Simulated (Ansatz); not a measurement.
Two isomers of C2H8BNO: A = `COBCN`, B = `CB(O)CN`.

Isolated molecules relaxed with PBE0-D4/def2-TZVP in Ansatz; ΔE leaves out vibrations. CCSD(T)/CBS is the MP2 limit (def2-TZVPP, def2-QZVPP) plus CCSD(T) − MP2 in def2-TZVPP, frozen cores. DFT in def2-TZVPP. B3LYP here is the variant with VWN-RPA as its local correlation; programs differ in this. Each species was taken in one conformer, which may not be the lowest.

Task: Which isomer does CCSD(T)/CBS put lower? Give the gap. (An estimate is asked.)

Result: The calculation gave: B, by 99.8 kJ/mol.

Task: Give E(B) − E(A) in kJ/mol with HF/def2-TZVPP, B3LYP-D4, PBE0-D4, CCSD(T)/def2-TZVPP, PBE-D4, MP2/def2-TZVPP, B2PLYP. (Best estimate.)

Result: Ansatz gave: HF/def2-TZVPP -83.4, B3LYP-D4 -93.3, PBE0-D4 -100.7, CCSD(T)/def2-TZVPP -98.0, PBE-D4 -98.8, MP2/def2-TZVPP -103.8, B2PLYP -94.1. None reverses the order clearly.

Largest T1 diagnostic: 0.012.

The D4 term adds −3.5 kJ/mol with B3LYP and −1.9 kJ/mol with PBE0; it sums over pairs of atoms, weighted by their polarisabilities, and B3LYP, whose exchange is more repulsive, gets the larger term. In def2-TZVPP, CCSD(T) changes the Hartree–Fock value by −14.6 kJ/mol (the triples alone add −0.9 kJ/mol) and MP2 by −20.4 kJ/mol.
